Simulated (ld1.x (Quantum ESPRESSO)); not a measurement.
# Building the TM potential for Te (PBEsol, scalar-relativistic).

| Quantity | Value |
| --- | --- |
| Element | tellurium (Te) |
| Generator | ld1.x (Quantum ESPRESSO) 7.5 |
| Type | norm-conserving Troullier–Martins (Kleinman–Bylander form) |
| Functional | PBEsol |
| Relativity | scalar-relativistic |
| Frozen core | [Kr] |
| Valence charge | 16 |
| Reference configuration | 4d10 5s2 5p4 |
| Partial waves | 5s (bound): rc 1.90 bohr; 5p (bound): rc 2.10 bohr; 4d (bound): rc 1.05 bohr |
| Local potential | all-electron potential smoothed inside 1.90 bohr (lloc = -1) |
| Core correction | a·sin(br)/r model core, default radius (core density twice the valence density) |

Results:

* Cutoffs needed: 120 Ry and 200 Ry (the cutoffs (Ry, on a coarse ladder) from which the occupation-weighted sum of valence levels, in a spherical-Bessel basis at the reference potential, stays within 10 and 1 mRy of its value at 400 Ry)
* Ghost test: no extra level below or beside the all-electron valence levels (s, p, d, f tested) (spherical-Bessel basis up to 400 Ry, 20 bohr box)
* Largest excitation error: -203 meV (all-electron minus pseudo) for 4d9 5s2 5p5, out of 7 test configurations

Generation and tests took about 2.3 s on one core of a shared server CPU.
